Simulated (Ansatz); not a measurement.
`FB(F)B(F)F` + `N=C=O` → `O=C=NB(F)F` + `FBF`  (cleavage of the B–B bond)

Program: Ansatz. Geometries: PBE0-D4/def2-TZVP. ΔE: electronic, gas phase. CCSD(T)/CBS is the MP2 limit (def2-TZVPP, def2-QZVPP) plus CCSD(T) − MP2 in def2-TZVPP, frozen cores. This one scheme is used for every species. DFT in def2-TZVPP. Each species was taken in one conformer, which may not be the lowest.

| level | ΔE (eV) |
| --- | --- |
| r2SCAN0-D4 | -1.40 |
| CAM-B3LYP-D4 | -1.36 |
| BLYP | -1.28 |
| CCSD/CBS(def2) | -1.34 |

(1) What does CCSD(T)/CBS give? (Best estimate.)

Largest T1 diagnostic among the species: 0.018.

Results:

(1) Computed: -1.31 eV. The listed levels differ from it by -0.09, -0.05, 0.03, -0.03 eV.

From PBE to PBE0 (25 % exact exchange), in def2-TZVPP and without D4, ΔE moves by −0.08 eV. At CCSD(T), def2-SVP lies −0.16 eV from the extrapolated value and def2-TZVPP −0.01 eV.
